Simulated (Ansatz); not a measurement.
A trace of molecular dynamics of C2H5NSi (9 atoms, charge 0, multiplicity 1).

The calculation used Ansatz 0.2.0, RKS r2SCAN/def2-SVP.

* ensemble: NVE (velocity Verlet)
* starting velocities drawn for: 100 K
* seed: 10545

| time (fs) | T (K) | potential energy less start (eV) | conserved less start (meV/atom) |
| --- | --- | --- | --- |
| 0.0 | 100 | 0.000 | 0.00 |
| 4.0 | 71 | 0.027 | 0.02 |
| 8.0 | 41 | 0.054 | 0.04 |
| 12.0 | 39 | 0.055 | 0.07 |
| 16.0 | 141 | -0.036 | 0.05 |
| 20.0 | 339 | -0.216 | 0.04 |
| 24.0 | 640 | -0.489 | -0.04 |
| 28.0 | 839 | -0.669 | -0.05 |
| 32.0 | 912 | -0.735 | -0.05 |
| 36.0 | 732 | -0.572 | 0.05 |
| 40.0 | 598 | -0.450 | 0.08 |
| 44.0 | 523 | -0.382 | 0.02 |
| 48.0 | 434 | -0.302 | -0.06 |
| 52.0 | 290 | -0.172 | -0.04 |
| 56.0 | 287 | -0.169 | 0.00 |
| 60.0 | 421 | -0.290 | 0.02 |
| 64.0 | 531 | -0.389 | 0.05 |
| 68.0 | 510 | -0.371 | 0.05 |
| 72.0 | 479 | -0.342 | 0.02 |
| 76.0 | 553 | -0.410 | -0.05 |
| 80.0 | 543 | -0.401 | -0.05 |
| 84.0 | 420 | -0.289 | 0.03 |
| 88.0 | 329 | -0.206 | 0.08 |
| 92.0 | 303 | -0.183 | 0.06 |
| 96.0 | 339 | -0.216 | -0.01 |
| 100.0 | 320 | -0.199 | -0.02 |

Problem. Can this run be trusted? Judge the integration.

Solution. The conserved energy stayed within 0.089 meV per atom of its start (net change -0.025 meV per atom), so the integration is sound. The kinetic energy rose, since the run started high on the potential surface and went downhill. It ends in pieces (C2H3N + H2Si), so much of that is their flight and rotation, not heat. A run of 0.1 ps of so small a system gives no equilibrium averages. The orbitals stay closed-shell, which can raise the energy where a bond breaks towards radicals; this wasn't checked here. The time step was 0.5 fs.

The run took 2.2 min on 2 threads of AMD EPYC 9R45 96-Core Processor (Zen 5), with other jobs on the host, peak memory 0.16 GiB.
